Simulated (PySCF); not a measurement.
Vertical excitations of a molecule C3H8OSi from TDDFT-LC-ωPBE/def2-SVPD in PySCF, as energy in eV (oscillator strength): 6.88 (0.309), 7.38 (0.100), 7.83 (0.048), 8.17 (0.007), 8.24 (0.005), 8.47 (0.022), 8.60 (0.070), 8.69 (0.010), 8.87 (0.006), 9.09 (0.006). Lowest triplet (TDA): 4.07 eV. Geometry: PBE0-D3(BJ)/def2-SVP. One conformer was computed; it need not be the lowest.

Problem. Which molecule gave these data?
A) OC1([SiH3])CC1
B) O[SiH]1CCC1
C) C=CC[SiH2]O
D) C=CO[SiH2]C

Solution. C, C=CC[SiH2]O
